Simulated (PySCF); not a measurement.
Sn(OH)3(NH2) (H5NO3Sn), SMILES [NH2][Sn]([OH])([OH])[OH].

Coordinates come from a B3LYP-D3(BJ)/def2-SVP optimisation. The structure was generated by enumeration; whether it is a known compound was not checked. The def2 effective core potentials stand for the cores of Sn; spin–orbit coupling is left out. The values are those of a single conformer.

All values below come from C-PCM-PBE0/def2-SVP (PySCF).

The values are the electrostatic part of the solvation free energy, E(continuum) − E(gas) at the gas-phase geometry, in a cavity of scaled van der Waals radii (PySCF's table); cavitation and dispersion terms are not included. A continuum can't describe solvent molecules that bind to the metal. In vacuum the orbital gap is 6.64 eV. The dipole moment in vacuum is 0.72 D.

Computed values in water (ε = 78.36), methanol (ε = 32.61), chlorobenzene (ε = 5.70):
```tsv
solvent	ε	ΔG(elec) (kcal/mol)	dipole (D)	gap (eV)
water	78.36	-13.1	0.88	6.66
methanol	32.61	-12.8	0.88	6.66
chlorobenzene	5.70	-10.8	0.85	6.66
```
